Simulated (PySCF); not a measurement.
# Highest orbital energy against ionisation energy along the second row

Calculated with PySCF 2.14, no spin-orbit coupling. Each cell gives −ε(HOMO) / ΔSCF in eV; NIST values include spin-orbit coupling, (s) semi-empirical, (t) theoretical.

| species | UHF | LDA | PBE | PBE0 | r2SCAN | NIST (lowest levels) |
| --- | --- | --- | --- | --- | --- | --- |
| Be⁺ (x2c-QZVPPall, spin-free X2C) | 18.132 / 18.130 | 14.301 / 18.256 | 14.474 / 18.498 | 15.484 / 18.459 | 14.607 / 18.183 | 18.211 |
| B⁺ (x2c-QZVPPall, spin-free X2C) | 23.784 / 23.449 | 19.413 / 24.560 | 19.510 / 24.612 | 20.798 / 24.567 | 19.727 / 24.263 | 25.155 |
| C⁺ (x2c-QZVPPall, spin-free X2C) | 24.877 / 24.169 | 17.805 / 24.772 | 17.950 / 24.852 | 19.792 / 24.835 | 18.643 / 25.008 | 24.383 |
| N⁺ (x2c-QZVPPall, spin-free X2C) | 30.377 / 29.203 | 22.003 / 30.056 | 22.017 / 29.897 | 24.238 / 29.907 | 22.795 / 30.133 | 29.601 (s) |
| O⁺ (x2c-QZVPPall, spin-free X2C) | 36.205 / 34.569 | 26.439 / 35.582 | 26.359 / 35.271 | 28.970 / 35.305 | 27.291 / 35.477 | 35.121 |
| F⁺ (x2c-QZVPPall, spin-free X2C) | 35.653 / 33.387 | 26.173 / 35.267 | 26.443 / 35.415 | 29.026 / 35.246 | 27.041 / 35.112 | 34.971 |
| Ne⁺ (x2c-QZVPPall, spin-free X2C) | 42.092 / 39.259 | 31.227 / 41.424 | 31.223 / 41.124 | 34.207 / 40.990 | 32.017 / 41.118 | 40.963 |

Task: How far is −ε(HOMO) from ΔSCF on average for each method, and why?

Result: UHF 1.28 eV; LDA -7.51 eV; PBE -7.38 eV; PBE0 -5.26 eV; r2SCAN -6.74 eV. Hartree-Fock orbital energies lack relaxation and so exceed the ΔSCF value; semilocal functionals have convex E(N) from self-interaction, so their HOMO lies far too high; exact exchange moves hybrids part of the way back.
